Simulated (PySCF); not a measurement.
CH10O2Si3. Atoms are numbered in the order given.

```xyz
16

C     -3.0443    -0.2038     0.5188
Si    -1.4996     0.2759    -0.4085
O     -0.8650    -0.9938    -1.2925
O     -0.3766     0.7848     0.7092
Si     1.2831     0.8748     0.8762
Si     2.3372    -0.7999    -0.4046
H     -3.8317    -0.5463    -0.1715
H     -3.4342     0.6555     1.0877
H     -2.8361    -1.0127     1.2385
H     -1.7324     1.3458    -1.4073
H     -0.7920    -1.8522    -0.8584
H      1.7682     2.2247     0.4578
H      1.6128     0.6924     2.3196
H      1.7425    -2.1347    -0.0894
H      3.7870    -0.8502    -0.0387
H      2.2255    -0.5408    -1.8670
```

The structure is a stationary point at B3LYP-D3(BJ)/def2-SVP. The structure was generated by enumeration; whether it is a known compound was not checked. The values are those of a single conformer.

Calculation: HF/pcSseg-1 in PySCF.

GIAO shieldings, no solvent; atoms listed in one row are averaged. δ = σ(ref) − σ: ¹³C against TMS (σ = 192.6 ppm); ²⁹Si against TMS (σ = 393.8 ppm); ¹⁷O against H2O (σ = 333.0 ppm); ¹H against TMS (σ = 31.99 ppm), references at their B3LYP-D3(BJ)/def2-TZVP geometries, non-relativistic.

Computed chemical shifts:
```
nucleus          atoms  count  δ (ppm)
-------  -------------  -----  -------
¹³C                 C1      1      3.0
²⁹Si               Si2      1    -18.9
²⁹Si               Si5      1    -29.3
²⁹Si               Si6      1    -90.2
¹⁷O                 O3      1     46.5
¹⁷O                 O4      1     28.8
¹H                 H12      1     5.12
¹H                 H13      1     5.03
¹H                 H10      1     4.43
¹H       H14, H15, H16      3     3.55
¹H                 H11      1     2.05
¹H          H7, H8, H9      3     0.53
```
